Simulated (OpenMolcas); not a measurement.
# Levels of Co⁺ by method

* Program: OpenMolcas 26.06
* Basis: ANO-R3 [8s5p5d3f2g1h]
* Scalar Hamiltonian: X2C, finite nucleus
* Active space: 8 electrons in 5 orbitals (3d)
* State averaging: 2S+1 = 3 even, 10 roots; 2S+1 = 1 even, 15 roots
* Spin-orbit coupling: RASSI with atomic mean-field integrals over the reference wave functions, term energies averaged over their components

Methods on the same reference wave functions:
A. CASSCF
B. SS-CASPT2, IPEA 0.25 Eh, imaginary shift 0.1 Eh (closed shells correlated: 3s 3p)

Energies in cm-1 above 3d8 3F4, the measured ground level; measured values from NIST Handbook of Basic Atomic Spectroscopic Data.

| Level | A | B | Measured |
| --- | --- | --- | --- |
| 3d8 3F4 | 0.0 | 0.0 | 0.0 |
| 3d8 3F3 | 962 | 964 | 950 |
| 3d8 3F2 | 1633 | 1614 | 1597 |
| 3d8 1D2 | 14498 | 10170 |  |
| 3d8 3P2 | 17602 | 13440 |  |
| 3d8 3P1 | 17917 | 13760 |  |
| 3d8 3P0 | 18118 | 13950 |  |
| 3d8 1G4 | 22506 | 18510 |  |
| 3d8 1S0 | 54303 | 42220 |  |

Deviations, from unrounded energies. A percentage is the sum of absolute deviations over the sum of measured energies, with the sign that they share, or ± where signs differ.

```json
{"Against measurement": "mean absolute deviation (cm-1)", "Levels": "2", "A": "24", "B": "15"}
{"Against measurement": "fine structure of the ground term (%)", "Levels": "2", "A": "+1.9", "B": "+1.2"}
```

B lies closest to measurement on these levels. The largest miss of B in the table is 3d8 3F2, by +17 cm-1. The ranking rests on the paired levels alone, and a cruder setting can come out closer through cancelling errors.

From A to B the spin-free energies of the other terms of 3d8 shown, above 3F, scale by factors of 0.69 to 0.82.

The lowest spin-free term lies below A's lowest term by 0.784 hartree in B.

CASPT2 breaks the degeneracy within a term, and the mean is taken; among the terms shown or strongly mixed into the levels shown the widest spread is 1000 cm-1 (3d8 1G, B). Without dynamic correlation excited terms often stand tens of per cent too high (terms of higher spin than the ground term too low), and those without a measured partner can miss by more than the paired ones (holds for A). Computed and measured levels are paired by configuration, term and J; levels that our copy of the source lacks, or whose pairing is in doubt (as where it misses far off the trend of its configuration), stay unpaired and out of the deviations. Levels of configurations outside the active space are missing.
